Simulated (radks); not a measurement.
Values are calculated unless marked as measured or tabulated.
All-electron atom: Ce I in [Xe] 4f1 5d2 7f1 (not the ground configuration).

Code: a radial shooting solver on a logarithmic mesh with Libxc functionals. Model: scalar-relativistic Kohn-Sham, PBEsol, spin-polarised, spherical densities, finite nucleus; open shells are filled with parallel spins first (spin-orbit coupling, left out, can overturn this in heavy ions); Fermi nuclear charge, rms radius 4.8771 fm.

Energy parts (Ry):
| part | energy |
|---|---|
| total | -17713.0025 |
| kinetic | 18770.9074 |
| electron-nucleus | -42899.8815 |
| Hartree | 6827.6350 |
| exchange-correlation | -411.6634 |

Orbitals (lengths in bohr, moments of r in powers of bohr; r(90%) holds 90 % of the orbital's charge):
orbital  occ.  eigenvalue (Ry)      <r^4>      <r>      <r^2>  r(90%)
1s down     1        -2958.393  1.778e-06  0.02458  0.0008214  0.0443
1s up       1        -2958.392  1.778e-06  0.02458  0.0008214  0.0443
2s up       1        -473.8877  0.0002934   0.1053    0.01307   0.163
2s down     1        -473.8836  0.0002934   0.1053    0.01307   0.163
2p up       3        -424.5293  0.0002147  0.09238    0.01042   0.150
2p down     3        -424.5263  0.0002147  0.09238    0.01042   0.150
3s up       1        -102.2001    0.01194   0.2788    0.08882   0.409
3s down     1        -102.1797    0.01193   0.2788    0.08879   0.409
3p up       3        -86.49981    0.01247   0.2768    0.08882   0.415
3p down     3        -86.47929    0.01246   0.2768    0.08879   0.415
3d up       5        -64.17044    0.01035   0.2537    0.07586   0.397
3d down     5        -64.15283    0.01034   0.2536    0.07583   0.397
4s up       1        -20.85595     0.3056   0.6375     0.4585   0.916
4s down     1        -20.79735     0.3055   0.6374     0.4584   0.915
4p up       3        -15.72888     0.4011   0.6750     0.5179   0.981
4p down     3        -15.67009     0.4009   0.6749     0.5178   0.981
4d up       5         -8.34809     0.6729   0.7445     0.6428    1.12
4d down     5         -8.28832     0.6717   0.7443     0.6424    1.12
5s up       1         -3.23003      10.08    1.524      2.612    2.19
5s down     1         -3.15293      9.904    1.519      2.592    2.18
5p up       3         -1.96612      19.64    1.774      3.570    2.60
5p down     3         -1.87928      19.19    1.764      3.528    2.58
4f up       1         -0.63910      8.418    1.118      1.672    1.95
5d up       2         -0.50065      158.3    2.807      9.296    4.37
7f up       1         -0.02253    5304000    42.00       2006    57.3

The highest occupied level is 7f up at -0.306 eV. Spin moment in Bohr magnetons: 4.

Empty levels of this run are not shown, since the potential may be unsettled where no density lies.
